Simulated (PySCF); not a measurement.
## Highest orbital energy against ionisation energy along the third row

Calculated with PySCF 2.14, no spin-orbit coupling. Each cell gives −ε(HOMO) / ΔSCF in eV; NIST values include spin-orbit coupling, (s) semi-empirical, (t) theoretical.

| species | UHF | LDA | PBE | PBE0 | r2SCAN | NIST (lowest levels) |
| --- | --- | --- | --- | --- | --- | --- |
| Al²⁺ (aug-cc-pV(Q+d)Z, non-relativistic) | 28.062 / 28.043 | 24.554 / 28.831 | 24.444 / 28.835 | 25.460 / 28.694 | 24.631 / 28.378 | 28.448 |
| Si²⁺ (aug-cc-pV(Q+d)Z, non-relativistic) | 32.164 / 31.957 | 28.612 / 33.534 | 28.482 / 33.392 | 29.636 / 33.251 | 28.665 / 32.870 | 33.493 |
| P²⁺ (aug-cc-pV(Q+d)Z, non-relativistic) | 29.984 / 29.589 | 24.813 / 30.209 | 24.961 / 30.248 | 26.376 / 30.269 | 25.418 / 30.381 | 30.203 |
| S²⁺ (aug-cc-pV(Q+d)Z, non-relativistic) | 34.729 / 34.160 | 28.871 / 34.885 | 28.959 / 34.838 | 30.585 / 34.879 | 29.492 / 35.031 | 34.86 ± 0.04 (s) |
| Cl²⁺ (aug-cc-pV(Q+d)Z, non-relativistic) | 39.700 / 38.964 | 33.050 / 39.676 | 33.102 / 39.584 | 34.960 / 39.666 | 33.778 / 39.847 | 39.8 ± 0.11 (s) |
| Ar²⁺ (aug-cc-pV(Q+d)Z, non-relativistic) | 40.448 / 39.401 | 34.122 / 40.861 | 34.172 / 40.730 | 36.026 / 40.729 | 34.616 / 40.702 | 40.735 ± 0.012 (s) |

Task: How far is −ε(HOMO) from ΔSCF on average for each method, and why?

Result: UHF 0.50 eV; LDA -5.66 eV; PBE -5.58 eV; PBE0 -4.07 eV; r2SCAN -5.10 eV. Hartree-Fock orbital energies lack relaxation and so exceed the ΔSCF value; semilocal functionals have convex E(N) from self-interaction, so their HOMO lies far too high; exact exchange moves hybrids part of the way back.
